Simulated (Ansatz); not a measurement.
Cs8Cl8 (started as a model of: 2x2x4 CsCl rock-salt block) was relaxed with PBE-D4 (def2-SVP) in Ansatz in these states: charge +1 doublet, charge -1 doublet, neutral singlet. The geometries follow in no particular order.

In the def2 sets Cs takes a core potential; there is no spin–orbit coupling.

A:

```csv
atom,x (Å),y (Å),z (Å)
Cs1,-2.778,-3.992,3.015
Cl2,-0.231,-2.008,2.054
Cs3,2.607,-0.206,1.546
Cl4,5.075,1.844,0.476
Cl5,-4.691,-1.320,2.374
Cs6,-2.131,0.857,1.989
Cl7,0.655,2.586,1.089
Cs8,3.266,4.658,0.609
Cl9,-3.304,-4.290,-0.265
Cs10,-0.500,-2.703,-1.295
Cl11,2.139,-0.626,-1.826
Cs12,4.896,1.068,-2.762
Cs13,-5.384,-1.735,-0.862
Cl14,-2.563,0.048,-1.317
Cs15,0.024,2.052,-2.240
Cl16,2.920,3.766,-2.586
```

B:

```xyz
16

Cs    5.394    1.170   -0.815
Cl    2.800   -0.805   -0.114
Cs    0.255   -2.928    0.615
Cl   -2.472   -4.756    1.299
Cl    3.662    2.517   -3.266
Cs    1.050    0.473   -2.773
Cl   -1.562   -1.524   -1.934
Cs   -4.145   -3.519   -1.249
Cl    4.119    3.484    1.145
Cs    1.551    1.533    2.064
Cl   -1.087   -0.518    2.655
Cs   -3.665   -2.504    3.379
Cs    2.416    4.854   -1.314
Cl   -0.152    2.847   -0.609
Cs   -2.857    0.922    0.093
Cl   -5.309   -1.245    0.823
```

C:

Cartesian coordinates in Å:
```
Cs -3.441 -3.674 2.433
Cl -0.896 -1.498 2.356
Cs 1.700 0.696 2.357
Cl 4.220 2.903 2.110
Cl -5.271 -1.572 0.656
Cs -2.830 0.734 0.616
Cl -0.195 2.880 0.515
Cs 2.351 5.054 0.434
Cl -2.390 -4.980 -0.416
Cs 0.265 -2.928 -0.535
Cl 2.795 -0.657 -0.597
Cs 5.337 1.521 -0.676
Cs -4.247 -2.901 -2.191
Cl -1.703 -0.725 -2.274
Cs 0.865 1.497 -2.437
Cl 3.442 3.648 -2.351
```

Question: Judge from the bond lengths which geometry belongs to which state (an estimate).

Answer: A is the charge +1 doublet (Cs8–Cs12 5.187 Å, Cs1–Cs13 5.187 Å, Cs1–Cs10 5.042 Å); B is the neutral singlet (Cs8–Cs12 4.763 Å, Cs1–Cs13 4.763 Å, Cs1–Cs10 4.815 Å); C is the charge -1 doublet (Cs8–Cs12 4.757 Å, Cs1–Cs13 4.757 Å, Cs1–Cs10 4.807 Å).

At PBE-D4/def2-SVP the gap within one spin of the relaxed charge 1 doublet nearly closes, so an electron or hole may be smeared out by delocalisation error. At PBE-D4/def2-SVP the gap within one spin of the relaxed charge -1 doublet nearly closes, so an electron or hole may be smeared out by delocalisation error. At PBE-D4/def2-SVP the highest occupied level of the relaxed charge -1 doublet lies above zero (up to 0.44 eV). By energy differences its removal costs 0.30 eV (each at its own geometry, to the charge 0 singlet, at PBE-D4/def2-SVP); self-interaction error and the lack of diffuse functions both raise the level.
